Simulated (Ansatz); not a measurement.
Cost and result up the ladder for Al9P9H24, a nanocrystal cut from wurtzite AlP (hydrogen-capped) (42 atoms). Total charge 0; singlet. Geometry: PBE-D4/def2-SVP.

```xyz
42

Al    4.360    0.905   -1.872
P     2.950    2.935   -1.717
P     2.710   -0.598   -0.935
Al    2.262   -0.152    1.370
Al    0.699    2.919   -0.843
P     0.909    1.862    1.297
P     0.741   -1.807    2.182
Al    0.304   -1.586    4.552
Al   -1.273    1.708    2.276
P    -0.902    0.569    4.374
Al    0.814   -0.883   -2.362
P    -0.406    1.199   -2.092
P    -0.640   -2.504   -1.376
Al   -1.252   -2.152    0.907
Al   -2.654    1.011   -1.285
P    -2.282    0.046    0.876
Al   -2.544   -3.023   -2.778
P    -3.600   -0.792   -2.585
H     5.568    1.139   -0.846
H     4.553    0.635   -3.440
H     3.641    3.966   -1.005
H     2.875    3.586   -2.989
H     3.339   -1.887   -0.926
H     3.560    0.066    2.274
H    -0.010    4.349   -0.848
H     1.594    2.827    2.105
H     1.460   -3.040    2.047
H     1.653   -1.259    5.353
H    -0.789   -2.654    5.034
H    -2.073    3.082    2.416
H    -0.321    1.538    5.251
H    -2.184    0.474    5.002
H     1.164   -1.143   -3.898
H    -0.545    1.748   -3.408
H     0.143   -3.705   -1.348
H    -2.252   -3.242    1.509
H    -3.519    2.353   -1.310
H    -3.597   -0.126    1.420
H    -2.104   -3.161   -4.313
H    -3.540   -4.036   -2.036
H    -3.854   -0.248   -3.884
H    -4.957   -0.920   -2.152
```

Ansatz on 2 threads of AMD EPYC 7R13 on a shared host and a share (18 GiB) of an NVIDIA H100 80GB HBM3. Times are rough, and most runs start from the orbitals of an earlier one. PBE0-D4/def2-TZVP serves as the yardstick here, not as an exact answer. Differences are given only for rows in sets of like size (and for xTB, whose basis is part of the method), since another set adds its own error. Binding counts from free atoms at the same level (Al doublet, P quartet, H doublet; other spins of the atoms weren't run), without zero-point energy or a counterpoise term.

Single mean-field runs in def2-SVP, def2-TZVP are fitted with def2-universal-jkfit.

| level | functions | wall time | binding energy per atom (eV) | difference from PBE0-D4/def2-TZVP (eV) |
| --- | --- | --- | --- | --- |
| PBE-D4/def2-SVP | 444 | 9.5 s | 2.97 | – |
| PBE0-D4/def2-SVP | 444 | 10 s | 2.96 | – |
| PBE-D4/def2-TZVP (with forces) | 810 | 17 s | 2.95 | 0.00 |
| r2SCAN-D4/def2-TZVP (with forces) | 810 | 17 s | 2.97 | 0.02 |
| PBE0-D4/def2-TZVP | 810 | 17 s | 2.95 | 0.00 |
